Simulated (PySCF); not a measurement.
Geometries of 2 isomers of C4H7N3Si, from PBE0-D3(BJ)/def2-SVP geometry optimisation, gas phase in PySCF. One conformer each, no zero-point energy, no frequencies.

Question: Which is lower in electronic energy at this level?
A.
```xyz
15
angstrom
C     -2.631    0.163   -1.157
C     -1.495    0.790   -1.451
N     -0.232    0.375   -1.001
N     -0.041   -0.687   -0.240
C      1.268   -0.714   -0.056
C      1.855    0.378   -0.742
Si     3.637    0.944   -0.874
N      0.858    1.044   -1.330
H     -2.636   -0.729   -0.528
H     -3.574    0.546   -1.548
H     -1.422    1.686   -2.070
H      1.736   -1.494    0.542
H      4.525   -0.256   -0.847
H      3.827    1.694   -2.147
H      3.996    1.822    0.280
```
B.
```xyz
15
angstrom
C      2.698   -0.118   -0.614
C      1.475   -0.444   -0.185
C      0.306    0.423   -0.261
N      0.331    1.651   -0.781
N     -0.905    2.067   -0.651
N     -1.757    1.241   -0.096
C     -1.023    0.156    0.177
Si    -1.766   -1.349    1.008
H      2.893    0.859   -1.063
H      3.532   -0.819   -0.526
H      1.300   -1.428    0.263
H     -1.189    2.987   -0.968
H     -1.160   -1.543    2.361
H     -3.236   -1.153    1.136
H     -1.481   -2.572    0.198
```

Answer: B. That is `C=CC1=NNN=C1[SiH3]`, 3.7 kcal/mol below the other.

| SMILES | atoms numbered as above | E (Eh) | relative (kcal/mol) | relative (kJ/mol) | dipole (D) |
| --- | --- | --- | --- | --- | --- |
| C=Cc1n[nH]nc1[SiH3] | [CH2:1]=[CH:2][c:3]1[n:4][nH:5][n:6][c:7]1[SiH3:8] | -609.52695 | 0.0 | 0.0 | 0.68 |
| C=Cn1ncc([SiH3])n1 | [CH2:1]=[CH:2][n:3]1[n:4][cH:5][c:6]([SiH3:7])[n:8]1 | -609.52104 | 3.7 | 15.5 | 0.42 |

As drawn, the lower has an N–H bond, which the higher lacks.
